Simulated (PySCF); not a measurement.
Input for PySCF: R-M06-2X/def2-TZVPP on H4OSeSi (SMILES [SiH3]O[SeH]).

```python
from pyscf import gto, dft

mol = gto.M(
    atom='''
    Si   -0.90320009    0.14841736   -0.01297462
    O     0.59844093    0.84062264    0.18644556
    Se    1.99006965   -0.20464301    0.70937460
    H    -0.86568030   -0.86868292   -1.09024573
    H    -1.79642487    1.26522239   -0.38662412
    H    -1.36424359   -0.49297466    1.23906214
    H     2.34103828   -0.68796181   -0.64503784
    ''',
    basis='def2-tzvpp',
    charge=0, spin=0, verbose=4, max_memory=1800)
mf = dft.RKS(mol, xc='m062x').density_fit(auxbasis='def2-universal-jkfit')
mf.grids.level = 4
mf.conv_tol = 1e-9
mf.max_cycle = 150
mf.kernel()
mf.dip_moment()
```

Output:

```
PySCF version 2.14.0

[INPUT] verbose = 4
[INPUT] num. atoms = 7
[INPUT] num. electrons = 60
[INPUT] charge = 0
[INPUT] spin (= nelec alpha-beta = 2S) = 0
[INPUT] symmetry False subgroup None
[INPUT] Mole.unit = angstrom
[INPUT] Symbol           X                Y                Z      unit          X                Y                Z       unit  Magmom
[INPUT]  1 Si    -0.903200090000   0.148417360000  -0.012974620000 AA   -1.706800805783   0.280468162531  -0.024518478370 Bohr   0.0
[INPUT]  2 O      0.598440930000   0.840622640000   0.186445560000 AA    1.130889459430   1.588546563709   0.352331045541 Bohr   0.0
[INPUT]  3 Se     1.990069650000  -0.204643010000   0.709374600000 AA    3.760686607309  -0.386719242207   1.340523713723 Bohr   0.0
[INPUT]  4 H     -0.865680300000  -0.868682920000  -1.090245730000 AA   -1.635898678431  -1.641572807887  -2.060265838177 Bohr   0.0
[INPUT]  5 H     -1.796424870000   1.265222390000  -0.386624120000 AA   -3.394751007657   2.390923803768  -0.730613699951 Bohr   0.0
[INPUT]  6 H     -1.364243590000  -0.492974660000   1.239062140000 AA   -2.578046752293  -0.931587093751   2.341488095917 Bohr   0.0
[INPUT]  7 H      2.341038280000  -0.687961810000  -0.645037840000 AA    4.423921196323  -1.300059405060  -1.218944857581 Bohr   0.0

nuclear repulsion = 250.53899458672
number of shells = 65
number of NR pGTOs = 276
number of NR cGTOs = 177
basis = def2-tzvpp
ecp = {}


******** <class 'pyscf.df.df_jk.DFRKS'> ********
method = DFRKS
initial guess = minao
damping factor = 0
level_shift factor = 0
DIIS = <class 'pyscf.scf.diis.CDIIS'>
diis_start_cycle = 1
diis_space = 8
diis_damp = 0
SCF conv_tol = 1e-09
SCF conv_tol_grad = None
SCF max_cycles = 150
direct_scf = False
XC library pyscf.dft.libxc version 7.1.2
    S. Lehtola, C. Steigemann, M. J. T. Oliveira, and M. A. L. Marques,  SoftwareX 7, 1–5 (2018)
XC functionals = m062x
    Y. Zhao and D. G. Truhlar,  Theor. Chem. Acc. 120, 215 (2008)
    Y. Zhao and D. G. Truhlar,  Theor. Chem. Acc. 120, 215 (2008)
radial grids:
    Treutler-Ahlrichs [JCP 102, 346 (1995); DOI:10.1063/1.469408] (M4) radial grids

becke partition: Becke, JCP 88, 2547 (1988); DOI:10.1063/1.454033
pruning grids: <function nwchem_prune>
grids dens level: 4
symmetrized grids: False
atomic radii adjust function: <function treutler_atomic_radii_adjust>
small_rho_cutoff = 0
Set gradient conv threshold to 3.16228e-05
Initial guess from minao.
tot grids = 150200
******** <class 'pyscf.df.df.DF'> ********
auxbasis = def2-universal-jkfit
init E= -2767.83435443994
  HOMO = -0.264696156645797  LUMO = -0.113268397384836  gap/eV = 4.12056
cycle= 1 E= -2768.61998797441  delta_E= -0.786  |g|= 0.618  |ddm|= 2.13
  HOMO = -0.268504347808134  LUMO = -0.012470890711587  gap/eV = 6.96703
cycle= 2 E= -2768.5452093809  delta_E= 0.0748  |g|=  0.9  |ddm|= 0.759
  HOMO = -0.300424447434061  LUMO = -0.032047878205546  gap/eV = 7.30290
cycle= 3 E= -2768.68953126574  delta_E= -0.144  |g|= 0.0783  |ddm|= 0.466
  HOMO = -0.296958526230952  LUMO = -0.0241349544741354  gap/eV = 7.42391
cycle= 4 E= -2768.69063504752  delta_E= -0.0011  |g|= 0.0201  |ddm|= 0.063
  HOMO = -0.298736350729783  LUMO = -0.0247882086446225  gap/eV = 7.45451
cycle= 5 E= -2768.69069994085  delta_E= -6.49e-05  |g|= 0.00311  |ddm|= 0.0141
  HOMO = -0.298384399566231  LUMO = -0.0246049190440729  gap/eV = 7.44992
cycle= 6 E= -2768.69070181216  delta_E= -1.87e-06  |g|= 0.000925  |ddm|= 0.00304
  HOMO = -0.298439700860435  LUMO = -0.0246411454214268  gap/eV = 7.45044
cycle= 7 E= -2768.69070200066  delta_E= -1.88e-07  |g|= 0.000229  |ddm|= 0.00101
  HOMO = -0.298427882540075  LUMO = -0.0246285382657021  gap/eV = 7.45046
cycle= 8 E= -2768.69070202175  delta_E= -2.11e-08  |g|= 5.81e-05  |ddm|= 0.00033
  HOMO = -0.298430151685082  LUMO = -0.0246281552471572  gap/eV = 7.45053
cycle= 9 E= -2768.69070202358  delta_E= -1.82e-09  |g|= 1.37e-05  |ddm|= 0.000103
  HOMO = -0.298429189867306  LUMO = -0.0246276479160201  gap/eV = 7.45052
cycle= 10 E= -2768.69070202372  delta_E= -1.45e-10  |g|= 4.95e-06  |ddm|= 3.03e-05
  HOMO = -0.298429454736592  LUMO = -0.0246279571370138  gap/eV = 7.45052
Extra cycle  E= -2768.69070202373  delta_E= -9.09e-12  |g|= 3.72e-06  |ddm|= 8.49e-06
converged SCF energy = -2768.69070202373
Dipole moment(X, Y, Z, Debye):  0.16547, -1.11754, -0.33931
```

The calculation finished and met its thresholds.

Cost: very roughly 22 core-seconds.
